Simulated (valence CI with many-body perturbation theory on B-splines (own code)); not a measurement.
Level structure of Ti¹⁴⁺

Method: relativistic CI+MBPT: six valence electrons over a frozen Dirac-Fock core [He], a basis of 9 s, 9 p, 8 d, 6 f, 3 g, 1 h functions for each j, with the one-electron correlation potential Σ1, the two-electron term Σ2, the three-electron term Σ3, Breit, model QED; selected CI, second order for the rest, scaled by the run's own slope (own B-spline code, finite nucleus).

No measured levels were compared; by estimate levels of excited configurations hold to 0.05 to 0.15 % of their energy, terms of the ground configuration to about 0.5 %. Among the levels kept, up to 2800 cm⁻¹ of a level comes from second order outside the variational space, and about a tenth of that is noise between levels of different J, which matters for small intervals.

Levels 46 to 62 of 62, with energies above the lowest level, 2s2 2p4 3P_2. "Leading %" is the weight of the configuration and term that name the level; weights of strongly mixed levels are sums over their largest components and can fall short. Lifetimes count E1, E2, E3, M1 and M2 decay at the calculated energies, and are blank where another channel may lead or the interval is too uncertain; long ones can be off by a factor of two.

```tsv
No.	Configuration	Term	J	E (eV)	Leading %	Lifetime	Second component
46	2s2 2p3 3p	3D	3	586.86	79	80.2 ps	8 % 2s2 2p3 3p 3F
47	2s2 2p3 3d	5D°	4	586.94	96	275 ps	
48	2s2 2p3 3p	1P	1	587.48	46	33.3 ps	32 % 2s2 2p3 3p 3P
49	2s2 2p3 3p	3P	0	589.31	89	33.1 ps	6 % 2s2 2p3 3p 1S
50	2s2 2p3 3p	3P	1	589.87	69	55.6 ps	14 % 2s2 2p3 3p 1P
51	2s2 2p3 3p	3P	2	590.07	57	112 ps	26 % 2s2 2p3 3p 1D
52	2s2 2p3 3d	3D°	2	592.27	89	548 fs	4 % 2s2 2p3 3d 1D°
53	2s2 2p3 3d	3D°	1	593.13	97	433 fs	
54	2s2 2p3 3d	3D°	3	593.27	93	427 fs	
55	2s2 2p3 3p	1D	2	593.54	85	97.0 ps	8 % 2s2 2p3 3p 3P
56	2s2 2p3 3d	3F°	2	600.79	88	3.33 ps	4 % 2s2 2p3 3d 3D°
57	2s2 2p3 3d	3F°	3	601.67	85	2.77 ps	9 % 2s2 2p3 3d 3G°
58	2s2 2p3 3d	1S°	0	602.05	91	44.6 ps	6 % 2s2 2p3 3d 3P°
59	2s2 2p3 3p	1S	0	602.43	88	13.9 ps	7 % 2s2 2p3 3p 3P
60	2s2 2p3 3d	3F°	4	602.64	50	283 ps	36 % 2s2 2p3 3d 3G°
61	2s2 2p3 3d	3G°	3	603.19	76	4.05 ps	14 % 2s2 2p3 3d 3F°
62	2s2 2p3 3d	3F°	4	603.87	63	259 ps	30 % 2s2 2p3 3d 3G°
```

Names give the largest LS component (configuration and term), which can be under half, so a name can repeat, a term be missing and a line seem to break the LS rules; names also repeat where a configuration has a term twice.
